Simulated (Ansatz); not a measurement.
Geometry optimisation, UKS LDA/def2-SVP (Ansatz 0.2.0).

The input (input.yaml):

```yaml
crystal:
  periodic: [false, false, false]
  atoms:
    - { symbol: Ga, position_ang: [-0.816771, 0.341069, 0.025949] }
    - { symbol: H, position_ang: [-0.377581, -0.929861, 0.77892] }
    - { symbol: Cl, position_ang: [-1.653025, 0.238099, -1.910337] }
    - { symbol: Cl, position_ang: [-0.696467, 2.247971, 0.924555] }
    - { symbol: H, position_ang: [1.480982, -1.17739, 0.362583] }
    - { symbol: F, position_ang: [2.062863, -0.719888, -0.18167] }
magnetization:
  spin_polarized: true
basis:
  gaussian: { orbitals: def2-SVP }
hamiltonian:
  xc: lda
relax:
  f_tol: 0.03
  max_steps: 50
```

Command:

```bash
$ ansatz run input.yaml --threads 2 --pin off --max-ram 3072MiB --backend cpu --events-out ev --progress --plain --runs-dir out
```

Task: Where does it end, and by what steps?

Result: The forces met the threshold. After 12 steps the energy has fallen by 0.441 eV; F6 moved furthest, 0.77 Å. Joined: Ga1–F6.

```
step  energy less start (eV)  largest force component (eV/Å)  accepted
   0                  0.0000                           0.786       yes
   1                 -0.1160                           0.535       yes
   2                 -0.2426                           0.835       yes
   3                 -0.3839                           0.348       yes
   4                 -0.3980                           0.519       yes
   5                 -0.3324                           0.730        no
   6                 -0.4238                           0.080       yes
   7                 -0.4283                           0.107       yes
   8                 -0.4310                           0.568       yes
   9                 -0.4201                           1.123        no
  10                 -0.4396                           0.144       yes
  11                 -0.4408                           0.062       yes
  12                 -0.4412                           0.006       yes
```

```xyz
6
Properties=species:S:1:pos:R:3
Ga -0.619 0.172 0.084
H -0.718 -1.083 1.009
Cl -1.323 0.104 -1.926
Cl -0.373 2.120 0.911
H 1.586 -1.048 0.218
F 1.446 -0.266 -0.296
```

Whether the end is a true minimum wasn't checked by a vibrational analysis.

Time of the run: 24 s on 2 threads of Arm Neoverse V1 (shared host), peak memory 0.15 GiB.
